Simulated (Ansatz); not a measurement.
**Worked example: C2H2Cl2Si + CHI2 → C2HCl2Si + CH2I2**

Species: C2H2Cl2Si `C#C[SiH](Cl)Cl`, singlet; CHI2 `I[CH]I`, doublet; C2HCl2Si `C#C[Si](Cl)Cl`, doublet; CH2I2 (diiodomethane) `ICI`, singlet. A radical takes H: the energy is the difference in strength between the Si–H bond broken and the C–H bond made.

Shapes, held fixed at every level: PBE0-D4/def2-TZVP. Programs: Ansatz 0.2.0. The zero-point and thermal change to 298 K, harmonic and unscaled (PBE0-D4/def2-TZVP), is +10.8 kJ/mol.

At CCSD(T)/def2-TZVPP; 1 Eh = 2625.50 kJ/mol:

```
  species   energy (Eh)
C2H2Cl2Si  -1285.829090
     CHI2   -632.845953
 C2HCl2Si  -1285.175466
    CH2I2   -633.508921
```

Problem. Work out ΔH(298 K) of the reaction at this level.

Solution. 
1. Products less reactants: (-1285.175466) + (-633.508921) − [(-1285.829090) + (-632.845953)] = -0.009344 Eh = -24.5 kJ/mol.
2. With the thermal change: -24.5 + (+10.8) = -13.7 kJ/mol.

Other levels give -22.6 (PBE0-D4/def2-TZVPP) to +0.1 kJ/mol (HF/def2-TZVPP). No measured value is set beside it here. Open shells run unrestricted unless RO is named. For atoms past krypton def2 sets carry core potentials with scalar relativity. Correlated rows may include outer-core shells of I, which these sets cover unevenly.
